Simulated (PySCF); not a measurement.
N$_{2}$ (SMILES N#N), singlet, geometry from GFN2-xTB; CASSCF(4,4)/STO-3G run with PySCF.

Input for PySCF:
```python
from pyscf import gto, scf, mcscf
import numpy

mol = gto.Mole()
mol.atom = '''
    N    -0.00000000   -0.00000000   -0.54911021
    N     0.00000000    0.00000000    0.54911021
'''
mol.basis = 'sto-3g'
mol.verbose = 4
mol.build()

mf = scf.RHF(mol)
mf.kernel()
mc = mcscf.CASSCF(mf, 4, 4)
mc.fix_spin_(ss=0.0)
mc.kernel()
occ = numpy.linalg.eigvalsh(mc.fcisolver.make_rdm1(mc.ci, mc.ncas, mc.nelecas))[::-1]
ss = mc.fcisolver.spin_square(mc.ci, mc.ncas, mc.nelecas)[0]
print('natural occupations', occ.round(4), ' <S^2>', round(ss, 4))
```

**Question.** Predict the main parts of the log of this PySCF run.

**Answer.** 
```
PySCF version 2.14.0

[INPUT] verbose = 4
[INPUT] num. atoms = 2
[INPUT] num. electrons = 14
[INPUT] charge = 0
[INPUT] spin (= nelec alpha-beta = 2S) = 0
[INPUT] symmetry False subgroup None
[INPUT] Mole.unit = angstrom
[INPUT] Symbol           X                Y                Z      unit          X                Y                Z       unit  Magmom
[...]
nuclear repulsion = 23.6106366835539
number of shells = 6
number of NR pGTOs = 30
number of NR cGTOs = 10
basis = sto-3g
ecp = {}

******** <class 'pyscf.scf.hf.RHF'> ********
method = RHF
initial guess = minao
damping factor = 0
level_shift factor = 0
DIIS = <class 'pyscf.scf.diis.CDIIS'>
diis_start_cycle = 1
diis_space = 8
diis_damp = 0
SCF conv_tol = 1e-09
SCF conv_tol_grad = None
SCF max_cycles = 50
direct_scf = True
direct_scf_tol = 1e-13
Set gradient conv threshold to 3.16228e-05
Initial guess from minao.
init E= -107.666608933329
[...]
cycle= 1 E= -107.495919201895  delta_E= 0.171  |g|= 0.0455  |ddm|= 2.37
[...]
cycle= 2 E= -107.496031342634  delta_E= -0.000112  |g|= 0.00385  |ddm|= 0.0314
[...]
cycle= 3 E= -107.496034500389  delta_E= -3.16e-06  |g|= 0.000511  |ddm|= 0.00739
[...]
cycle= 4 E= -107.496034591046  delta_E= -9.07e-08  |g|= 9.94e-09  |ddm|= 0.00152
[...]
cycle= 5 E= -107.496034591046  delta_E= 8.53e-14  |g|= 7.5e-13  |ddm|= 1.2e-08
[...]
Extra cycle  E= -107.496034591046  delta_E= -8.53e-14  |g|= 1.6e-13  |ddm|= 1.64e-12
converged SCF energy = -107.496034591046

******** <class 'pyscf.mcscf.mc1step.CASSCF'> ********
CAS (2e+2e, 4o), ncore = 5, nvir = 1
max_cycle_macro = 50
max_cycle_micro = 4
conv_tol = 1e-07
conv_tol_grad = None
orbital rotation max_stepsize = 0.02
orbital rotation threshold for CI restart = 0.01
augmented hessian ah_max_cycle = 30
augmented hessian ah_conv_tol = 1e-12
augmented hessian ah_linear dependence = 1e-14
augmented hessian ah_level shift = 1e-08
augmented hessian ah_start_tol = 2.5
augmented hessian ah_start_cycle = 3
augmented hessian ah_grad_trust_region = 3
kf_trust_region = 3
kf_interval = 4
ci_response_space = 4
ci_grad_trust_region = 3
with_dep4 0
natorb = False
canonicalization = True
sorting_mo_energy = False
ao2mo_level = 2
internal_rotation = False
******** <class 'pyscf.fci.addons.SpinPenaltyFCISolver'> ********
max. cycles = 50
conv_tol = 1e-08
davidson only = True
linear dependence = 1e-12
level shift = 0.001
max iter space = 12
nroots = 1
pspace_size = 400
spin = None
CASCI E = -107.535944522609  S^2 = 0.0000000
Set conv_tol_grad to 0.000316228
macro iter   1 ( 21 JK    4 micro), CASSCF E = -107.535956971638  dE = -1.24490287e-05  S^2 = 0.0000000
               |grad[o]|=0.00516  |grad[c]|=0.00595  |ddm|=0.000971  |maxRot[o]|=0.00462
macro iter   2 ( 21 JK    4 micro), CASSCF E = -107.535958919595  dE = -1.94795669e-06  S^2 = 0.0000000
               |grad[o]|=0.00384  |grad[c]|=0.00595  |ddm|=0.00095  |maxRot[o]|=0.0014
macro iter   3 ( 21 JK    4 micro), CASSCF E = -107.535959349849  dE = -4.30254289e-07  S^2 = 0.0000000
               |grad[o]|=0.00372  |grad[c]|=0.00596  |ddm|=0.000948  |maxRot[o]|=0.000414
macro iter   4 ( 21 JK    4 micro), CASSCF E = -107.535959474359  dE = -1.24509782e-07  S^2 = 0.0000000
               |grad[o]|=0.0037  |grad[c]|=0.00596  |ddm|=0.000947  |maxRot[o]|=0.00195
macro iter   5 ( 21 JK    4 micro), CASSCF E = -107.535959593732  dE = -1.19373411e-07  S^2 = 0.0000000
               |grad[o]|=0.0037  |grad[c]|=0.00596  |ddm|=0.000947  |maxRot[o]|=0.00414
macro iter   6 ( 21 JK    4 micro), CASSCF E = -107.535960404368  dE = -8.10636337e-07  S^2 = 0.0000000
               |grad[o]|=0.0037  |grad[c]|=0.00596  |ddm|=0.000948  |maxRot[o]|=0.0125
macro iter   7 ( 21 JK    4 micro), CASSCF E = -107.536517162999  dE = -5.56758630e-04  S^2 = 0.0000000
               |grad[o]|=0.0037  |grad[c]|=0.00595  |ddm|=0.000948  |maxRot[o]|=0.0852
macro iter   8 ( 17 JK    4 micro), CASSCF E = -107.536962307148  dE = -4.45144149e-04  S^2 = 0.0000000
[...]
               |grad[o]|=0.00151  |grad[c]|=0.00207  |ddm|=0.000121  |maxRot[o]|=0.0025
macro iter  33 ( 21 JK    4 micro), CASSCF E = -107.537847134500  dE = -1.72522928e-06  S^2 = 0.0000000
               |grad[o]|=0.00151  |grad[c]|=0.00206  |ddm|=0.00012  |maxRot[o]|=0.00231
macro iter  34 ( 21 JK    4 micro), CASSCF E = -107.537848652342  dE = -1.51784225e-06  S^2 = 0.0000000
               |grad[o]|=0.0015  |grad[c]|=0.00206  |ddm|=0.000118  |maxRot[o]|=0.00213
macro iter  35 ( 21 JK    4 micro), CASSCF E = -107.537849989889  dE = -1.33754624e-06  S^2 = 0.0000000
               |grad[o]|=0.0015  |grad[c]|=0.00206  |ddm|=0.000117  |maxRot[o]|=0.00197
macro iter  36 ( 21 JK    4 micro), CASSCF E = -107.537851170473  dE = -1.18058409e-06  S^2 = 0.0000000
               |grad[o]|=0.00149  |grad[c]|=0.00206  |ddm|=0.000115  |maxRot[o]|=0.00182
macro iter  37 ( 21 JK    4 micro), CASSCF E = -107.537852214217  dE = -1.04374412e-06  S^2 = 0.0000000
               |grad[o]|=0.00149  |grad[c]|=0.00205  |ddm|=0.000114  |maxRot[o]|=0.00169
macro iter  38 ( 21 JK    4 micro), CASSCF E = -107.537853138494  dE = -9.24276875e-07  S^2 = 0.0000000
               |grad[o]|=0.00148  |grad[c]|=0.00205  |ddm|=0.000113  |maxRot[o]|=0.00156
macro iter  39 ( 21 JK    4 micro), CASSCF E = -107.537853958317  dE = -8.19823654e-07  S^2 = 0.0000000
               |grad[o]|=0.00148  |grad[c]|=0.00205  |ddm|=0.000112  |maxRot[o]|=0.00144
macro iter  40 ( 21 JK    4 micro), CASSCF E = -107.537854686679  dE = -7.28361869e-07  S^2 = 0.0000000
               |grad[o]|=0.00148  |grad[c]|=0.00205  |ddm|=0.000111  |maxRot[o]|=0.00133
macro iter  41 ( 21 JK    4 micro), CASSCF E = -107.537855334834  dE = -6.48154455e-07  S^2 = 0.0000000
               |grad[o]|=0.00147  |grad[c]|=0.00205  |ddm|=0.00011  |maxRot[o]|=0.00123
macro iter  42 ( 21 JK    4 micro), CASSCF E = -107.537855912542  dE = -5.77708505e-07  S^2 = 0.0000000
               |grad[o]|=0.00147  |grad[c]|=0.00205  |ddm|=0.000109  |maxRot[o]|=0.00114
macro iter  43 ( 21 JK    4 micro), CASSCF E = -107.537856428282  dE = -5.15739444e-07  S^2 = 0.0000000
               |grad[o]|=0.00146  |grad[c]|=0.00204  |ddm|=0.000109  |maxRot[o]|=0.00105
macro iter  44 ( 21 JK    4 micro), CASSCF E = -107.537856889423  dE = -4.61141227e-07  S^2 = 0.0000000
               |grad[o]|=0.00146  |grad[c]|=0.00204  |ddm|=0.000108  |maxRot[o]|=0.000971
macro iter  45 ( 21 JK    4 micro), CASSCF E = -107.537857302383  dE = -4.12960304e-07  S^2 = 0.0000000
               |grad[o]|=0.00145  |grad[c]|=0.00204  |ddm|=0.000107  |maxRot[o]|=0.000898
macro iter  46 ( 21 JK    4 micro), CASSCF E = -107.537857672757  dE = -3.70373826e-07  S^2 = 0.0000000
               |grad[o]|=0.00145  |grad[c]|=0.00204  |ddm|=0.000107  |maxRot[o]|=0.00083
macro iter  47 ( 21 JK    4 micro), CASSCF E = -107.537858005433  dE = -3.32675754e-07  S^2 = 0.0000000
               |grad[o]|=0.00144  |grad[c]|=0.00204  |ddm|=0.000106  |maxRot[o]|=0.000767
macro iter  48 ( 21 JK    4 micro), CASSCF E = -107.537858304681  dE = -2.99248541e-07  S^2 = 0.0000000
               |grad[o]|=0.00144  |grad[c]|=0.00204  |ddm|=0.000106  |maxRot[o]|=0.000709
macro iter  49 ( 21 JK    4 micro), CASSCF E = -107.537858574236  dE = -2.69555173e-07  S^2 = 0.0000000
               |grad[o]|=0.00144  |grad[c]|=0.00204  |ddm|=0.000105  |maxRot[o]|=0.000655
macro iter  50 ( 21 JK    4 micro), CASSCF E = -107.537858817378  dE = -2.43141230e-07  S^2 = 0.0000000
               |grad[o]|=0.00143  |grad[c]|=0.00204  |ddm|=0.000105  |maxRot[o]|=0.000605
1-step CASSCF not converged,  50 macro (976 JK 190 micro) steps
CASSCF canonicalization
Density matrix diagonal elements [1.92863276 1.99212673 0.03215491 0.04708561]
CASSCF energy = -107.537858817378
CASCI E = -107.537858817378  E(CI) = -5.79805814009626  S^2 = 0.0000000
natural occupations [1.9921 1.9286 0.0739 0.0053]  <S^2> 0.0
```

The run did not converge; its last values are not results.
